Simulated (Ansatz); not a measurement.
Cartesian coordinates in Å:
```
N -1.8451 0.9232 -1.0481
Si -0.6908 -0.2947 -1.4004
O 0.6707 0.4137 -1.9577
O -0.4425 -1.0946 0.0150
Si 0.4011 -0.6292 1.3343
N 1.1638 0.8888 1.0507
O 1.6349 -1.6624 1.6281
H -2.7081 0.6729 -0.5906
H -2.0000 1.6531 -1.7261
H -1.0907 -1.2990 -2.4074
H 1.1480 0.8609 -1.2445
H -0.5519 -0.6022 2.4669
H 0.6381 1.7318 1.2293
H 2.1127 0.9850 1.3814
H 1.5598 -2.5470 1.2692
```

The species carries charge 0 and has multiplicity 1.

Question: List the PBE0/def2-TZVPP orbital energies in eV (Ansatz). (Best estimate.)

Answer: Ansatz gave: Occupied: -1803.44, -1803.15, -522.67, -522.45, -522.17, -391.05, -390.72, -145.56, -145.28, -100.27, -100.24, -100.20, -99.99, -99.95, -99.91, -28.40, -27.93, -27.36, -24.02, -23.68, -16.22, -15.32, -14.33, -13.95, -13.50, -13.08, -12.42, -11.61, -11.25, -10.79, -10.18, -9.80, -9.36, -9.17, -8.91, -7.97, -7.60. Lowest empty: 0.76, 1.00, 1.31, 1.67, 2.09, 2.62, 2.67, 2.90.
